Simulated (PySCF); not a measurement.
Several molecules and their computed UV-vis stick spectra, shuffled. Method used: PySCF, TDDFT CAM-B3LYP/def2-SVPD, vertical, gas phase, core orbitals frozen in the response. Geometries: PBE0-D3(BJ)/def2-SVP; one conformer of each isolated species. Triplets are in the Tamm–Dancoff approximation. Atoms past krypton carry core potentials; spin–orbit coupling is left out.

A. `C[C@@H]1C[P@@]1(=O)c1ccoc1`
B. `[SiH3][CH2][In]([CH2][SiH3])[CH2][SiH3]`
C. `[SiH3]O[SiH](O[SiH3])O[SiH2]Br`
D. `C[P@](=O)(O)c1ccccc1`

Lowest singlet levels (six at most, fewer where fewer were computed) with oscillator strengths:

1. 258 nm (f 0.015); 257 nm (f 0.007); 203 nm (f 0.196); 202 nm (f 0.200); 175 nm (f 0.003); 175 nm (f 0.006); T1 4.55 eV
2. 176 nm (f 0.021); 169 nm (f 0.032); 164 nm (f 0.000); 162 nm (f 0.001); 160 nm (f 0.005); 159 nm (f 0.002); T1 6.63 eV
3. 231 nm (f 0.008); 206 nm (f 0.065); 199 nm (f 0.002); 180 nm (f 0.158); 179 nm (f 0.561); 176 nm (f 0.238); T1 4.03 eV
4. 205 nm (f 0.040); 201 nm (f 0.114); 194 nm (f 0.067); 187 nm (f 0.119); 182 nm (f 0.005); 179 nm (f 0.010); T1 4.05 eV

Question: Which spectrum belongs to which structure?

Answer: 1 = B, 2 = C, 3 = D, 4 = A.
- A: S1 at 6.04 eV, HOMO→LUMO+1 (43%), HOMO→LUMO (24%); Löwdin shares by element: HOMO carbon 28% or more, oxygen 19% or more, phosphorus 15% (atoms not listed hold the other 38%); LUMO carbon 53% or more, oxygen 18% or more (atoms not listed hold the other 29%); HOMO -8.21 and LUMO 0.64 eV.
- B: S1 at 4.81 eV, HOMO→LUMO (78%), HOMO-1→LUMO (19%); Löwdin shares by element: HOMO (one of a set within 0.03 eV) carbon 50% or more, indium 16%, silicon 7% or more (atoms not listed hold the other 27%); LUMO indium 46%, carbon 23% (atoms not listed hold the other 30%); HOMO -8.61 and LUMO -0.58 eV.
- C: S1 at 7.06 eV, HOMO→LUMO+1 (53%), HOMO→LUMO (31%); Löwdin shares by element: HOMO bromine 74%, silicon 12% or more, hydrogen 10% or more; LUMO silicon 33% or more, bromine 18% (atoms not listed hold the other 49%); HOMO -9.81 and LUMO 0.62 eV.
- D: S1 at 5.36 eV, HOMO→LUMO (59%), HOMO-1→LUMO+1 (34%); Löwdin shares by element: HOMO carbon 75% or more (atoms not listed hold the other 25%); LUMO carbon 62% or more (atoms not listed hold the other 38%); HOMO -8.93 and LUMO -0.04 eV.

Without π bonds the low states are Rydberg-like; a valence basis with one diffuse set may place them up to an eV too high.
